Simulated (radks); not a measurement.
Problem. Ta, configuration [Xe] 4f14 5d3 6s2. Calculated with a radial shooting solver on a logarithmic mesh with Libxc functionals: Dirac Kohn-Sham, relativistic LDA (MacDonald-Vosko exchange, VWN5 correlation), spin-unpolarised, spherical densities, finite nucleus; open shells fill j = l - 1/2 first; Fermi nuclear charge, rms radius 5.3507 fm. Some entries of the table are withheld. Estimate them.

orbital  occ.  eigenvalue (eV)  <1/r> (bohr^-1)  r(max) (bohr)
1s1/2       2        -66790.61            85.00        0.01174
2s1/2       2        -11482.65            20.66        0.06733
2p1/2       2        -10986.50            20.63            (1)
2p3/2       4        -9732.335            17.45            (2)
3s1/2       2        -2630.912              (3)         0.1896
3p1/2       2        -2407.980            7.505         0.1775
3p3/2       4        -2137.746            6.683         0.1913
3d3/2       4        -1757.816            6.581         0.1498
3d5/2       6        -1698.611            6.385         0.1536
4s1/2       2        -535.1335            3.188         0.4305
4p1/2       2        -442.8541            3.080         0.4302
4p3/2       4        -380.3748            2.791         0.4596
4d3/2       4        -227.7688            2.577         0.4567
4d5/2       6        -216.2314            2.507         0.4661
5s1/2       2              (4)            1.221         0.9911
5p1/2       2         -45.3840            1.089          1.067
5p3/2       4         -36.6564           0.9858          1.153
4f5/2       6         -25.7824            2.020         0.4377
4f7/2       8         -23.7969            1.989         0.4429
6s1/2       2          -5.4954           0.3835          2.768
5d3/2       3          -3.9642           0.6072            (5)
5d5/2       0          -3.3862           0.5787            (6)

Solution. 
(1) 2p1/2 r(max) (bohr): 0.05010
(2) 2p3/2 r(max) (bohr): 0.05681
(3) 3s1/2 <1/r> (bohr^-1): 7.584
(4) 5s1/2 eigenvalue (eV): -72.2543
(5) 5d3/2 r(max) (bohr): 1.563
(6) 5d5/2 r(max) (bohr): 1.620
